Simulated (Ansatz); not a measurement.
Two isomers of C2H9BOSi: A = `CCBO[SiH3]`, B = `B[SiH2]COC`.

Calculated with Ansatz (gas phase, PBE0-D4/def2-TZVP geometries, no zero-point term in ΔE). CBS: MP2 limit from def2 TZ/QZ plus the TZ coupled-cluster correction, frozen cores. Functionals use def2-TZVPP. B3LYP here is the variant with VWN-RPA as its local correlation; programs differ in this. Each species was taken in one conformer, which may not be the lowest.

(1) Which is lower in electronic energy at CCSD(T)/CBS, and by how much? (An estimate is asked.)

(2) Give E(B) − E(A) in kcal/mol with PBE0-D4, B2PLYP, MP2/def2-TZVPP, r2SCAN-D4, B3LYP-D4, HF/def2-TZVPP, B3LYP. (An estimate is asked.)

Largest T1 diagnostic: 0.011.

## Answers

(1) Ansatz gave: A, by 96.6 kcal/mol.

(2) Ansatz gave: PBE0-D4 92.9, B2PLYP 97.0, MP2/def2-TZVPP 99.9, r2SCAN-D4 95.3, B3LYP-D4 94.8, HF/def2-TZVPP 98.3, B3LYP 95.0. None reverses the order clearly.

From PBE to PBE0 (25 % exact exchange), in def2-TZVPP and without D4, E(B) − E(A) moves by +2.5 kcal/mol.
